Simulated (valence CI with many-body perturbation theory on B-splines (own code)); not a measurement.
# Which ion has this spectrum?

A relativistic CI+MBPT calculation for an atom or ion with 7 electrons gives these levels (Ry):

| J | Parity | E | g |
| --- | --- | --- | --- |
| 3/2 | odd | 0.000 | 1.40 |
| 3/2 | odd | 11.178 | 1.42 |
| 5/2 | odd | 12.459 | 1.19 |
| 1/2 | odd | 14.239 | 0.65 |
| 5/2 | even | 24.042 | 1.50 |
| 3/2 | odd | 25.478 | 1.27 |
| 1/2 | even | 28.014 | 2.19 |
| 3/2 | even | 28.109 | 1.25 |
| 3/2 | even | 36.646 | 1.48 |
| 5/2 | even | 38.619 | 1.27 |
| 1/2 | even | 40.638 | 1.47 |
| 3/2 | even | 41.513 | 1.10 |
| 1/2 | even | 53.146 | 1.63 |
| 3/2 | odd | 55.777 | 1.32 |

The energies are calculated, and their last digits are not significant.

Q: Which is it?
A. Ag40+
B. Rh38+
C. In42+
D. Pd39+

A: D. Pd39+, ground level (2s^2 2p1/2^2 2p3/2) J=3/2.
